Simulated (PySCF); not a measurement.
# Atomic charges by several schemes

Compound: C4H4FNO.
Geometry (GFN2-xTB, Å), atoms numbered from 1 in this order:
```
atom  x, y, z in Å
F1    -1.954    1.349    0.296
C2    -1.700    0.010    0.153
C3    -0.235   -0.243    0.078
C4     0.793    0.683   -0.239
C5     1.922   -0.077   -0.184
O6     1.605   -1.334    0.131
N7     0.271   -1.430    0.295
H8    -2.198   -0.316   -0.768
H9    -2.143   -0.506    1.011
H10    0.685    1.723   -0.457
H11    2.959    0.143   -0.341
```

Density: PBE0/pcSseg-1 (PySCF); schemes: Mulliken, IAO, Hirshfeld and ESP-fitted. The structure is a single GFN2-xTB conformer in the gas phase; no vibrational or solvent corrections.

Question: Which atoms carry the lowest charge in the Mulliken, IAO, Hirshfeld and ESP-fitted schemes?

Answer: The schemes don't all agree: Mulliken F1 (-0.331); IAO F1 (-0.321); Hirshfeld N7 (-0.121); ESP-fitted C4 (-0.511).

Question: Do the Mulliken, IAO, Hirshfeld and ESP-fitted schemes agree on where the charge is highest?

Answer: The schemes don't all agree: Mulliken C2 (+0.317); IAO H11 (+0.186); Hirshfeld H11 (+0.079); ESP-fitted C3 (+0.612).

Question: What partial charge does each atom carry?

Answer: In e:

| atom | environment | Mulliken | IAO | Hirshfeld | ESP-fitted |
| --- | --- | --- | --- | --- | --- |
| F1 | alkyl fluorine | -0.331 | -0.321 | -0.112 | -0.185 |
| C2 | sp3 C–F carbon | +0.317 | +0.036 | +0.034 | -0.203 |
| C3 | substituted aromatic carbon | -0.034 | +0.082 | +0.029 | +0.612 |
| C4 | aromatic CH carbon | -0.261 | -0.253 | -0.094 | -0.511 |
| C5 | aromatic CH next to a ring oxygen | +0.245 | +0.035 | +0.029 | +0.124 |
| O6 | ring oxygen | -0.267 | -0.131 | -0.023 | -0.037 |
| N7 | pyridine-type nitrogen | -0.153 | -0.146 | -0.121 | -0.466 |
| H8 | methylene hydrogen | +0.134 | +0.161 | +0.056 | +0.144 |
| H9 | methylene hydrogen | +0.133 | +0.166 | +0.059 | +0.154 |
| H10 | aromatic hydrogen | +0.098 | +0.184 | +0.063 | +0.226 |
| H11 | aromatic hydrogen | +0.119 | +0.186 | +0.079 | +0.142 |

Mean size of the charges over all atoms: ESP-fitted 0.255 e, Mulliken 0.190 e, IAO 0.154 e, Hirshfeld 0.064 e. Each set sums to the total charge, 0, to within 0.001 e. The ESP scheme is a least-squares fit of atom-centred charges to the potential on four shells outside the van der Waals surface, with the total charge fixed.

Question: Sum the charges by element, for elements with more than one atom.

Answer: 
| element | atoms | Mulliken | IAO | Hirshfeld | ESP-fitted |
| --- | --- | --- | --- | --- | --- |
| C | 4 | +0.266 | -0.100 | -0.001 | +0.022 |
| H | 4 | +0.484 | +0.697 | +0.257 | +0.666 |

Question: How many electrons does the ESP-fitted scheme count on C5?

Answer: Z − q = 6 − (+0.124) = 5.876.

Question: How closely do the schemes follow one another over all atoms?

Answer: Correlation coefficient and root-mean-square difference: IAO with Hirshfeld 0.95, 0.110 e; Mulliken with IAO 0.81, 0.124 e; Mulliken with Hirshfeld 0.81, 0.160 e; Hirshfeld with ESP-fitted 0.75, 0.261 e; IAO with ESP-fitted 0.71, 0.223 e; Mulliken with ESP-fitted 0.41, 0.295 e.
